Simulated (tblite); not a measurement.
Species: C5H3ClN4.
SMILES: `Cc1nc(Cl)nnc1C#N`

Calculated harmonic vibrations of the isolated species, GFN2-xTB (tblite), most abundant isotopes, no scaling. The method is semi-empirical: single wavenumbers can be off by several per cent or more.

Harmonic wavenumbers (cm⁻¹): 39.2, 54.3, 122.9, 160.4, 203.5, 219.7, 356.0, 364.1, 370.8, 480.4, 497.4, 568.2, 593.0, 635.5, 751.6, 754.3, 946.7, 997.2, 1004.5, 1155.8, 1174.8, 1207.2, 1342.1, 1368.5, 1388.8, 1429.8, 1438.5, 1472.7, 1503.6, 2366.9, 3010.0, 3024.4, 3067.6.

A = 3032, B = 715.5, C = 581.0 MHz; mass 154.005 u (most abundant isotopes); point group Cs, symmetry number 1.

Question: Zero-point energy?

Answer: Half the sum of the wavenumbers: 17035 cm⁻¹ = 203.79 kJ/mol.

Question: Entropy at 400 K, 1 bar (ideal gas, RRHO, classical rotation)?

Answer: Translation 177.78, rotation 128.87, vibration 147.49: S = 454.1 J/(mol K).

Question: And Cp and H(400 K) − H(0)?

Answer: Cp = 168.89 J/(mol K), of which vibrations give 135.63 (their classical limit is 33 R = 274.4); H(400 K) − H(0) = 42.76 kJ/mol without the zero-point energy, 29.45 from vibrations.

Question: What must be added to the electronic energy to get the Gibbs energy at 400 K and 1 bar?

Answer: ZPE + [H(400 K) − H(0)] − T·S = 203.79 + 42.76 − 181.65 = 64.90 kJ/mol.

Question: Which modes carry the vibrational entropy at 400 K?

Answer: 39.2 cm⁻¹: 24.61; 54.3 cm⁻¹: 21.91; 122.9 cm⁻¹: 15.17; 160.4 cm⁻¹: 13.00; 203.5 cm⁻¹: 11.09; 219.7 cm⁻¹: 10.48 J/(mol K); the other 27 give 51.22 together.

Question: Blend soft modes into free rotors: weight 1/[1 + (100 cm⁻¹/ν̃)⁴] for the oscillator and the rest for a rotor with moment μB/(μ + B), μ = h/(8π²ν), B = 10⁻⁴⁴ kg m². What vibrational entropy results?

Answer: 133.26 J/(mol K) in place of 147.49, which changes −T·S at 400 K by +5.69 kJ/mol.

Hindered rotation and anharmonicity are outside this model.
